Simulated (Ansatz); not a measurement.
`CBC=O` + `C=N` → `C=NBC` + `C=O`  (ligand exchange at a B–C bond)

Computed with Ansatz on PBE0-D4/def2-TZVP structures; ΔE is electronic, products minus reactants. CCSD(T)/CBS is the MP2 limit (def2-TZVPP, def2-QZVPP) plus CCSD(T) − MP2 in def2-TZVPP, frozen cores. This one scheme is used for every species. Functionals use def2-TZVPP. HSE06 is defined as in plane-wave codes. Each species was taken in one conformer, which may not be the lowest.

Task: Is it downhill or uphill in electronic energy at CCSD(T)/CBS, and by how much? (An estimate is asked.)

Result: Computed: Downhill: ΔE = -1.16 eV.

Task: What do these levels give: r2SCAN-D4, B2PLYP, BLYP, r2SCAN, HSE06, CAM-B3LYP, LC-ωPBE, CCSD/def2-SVP, HF/def2-TZVPP, CCSD(T)/def2-TZVPP, HF/CBS(def2), CCSD/CBS(def2)? (Best estimate.)

Result: The calculation gave: r2SCAN-D4 -1.25, B2PLYP -1.22, BLYP -1.27, r2SCAN -1.25, HSE06 -1.24, CAM-B3LYP -1.24, LC-ωPBE -1.18, CCSD/def2-SVP -1.30, HF/def2-TZVPP -1.07, CCSD(T)/def2-TZVPP -1.17, HF/CBS(def2) -1.07, CCSD/CBS(def2) -1.14 eV.

Largest T1 diagnostic among the species: 0.016.

From PBE to PBE0 (25 % exact exchange), in def2-TZVPP and without D4, ΔE moves by +0.04 eV. At CCSD(T), def2-SVP lies −0.17 eV from the extrapolated value and def2-TZVPP −0.01 eV. In def2-TZVPP, CCSD(T) changes the Hartree–Fock value by −0.10 eV (the triples alone add −0.02 eV) and MP2 by −0.15 eV.
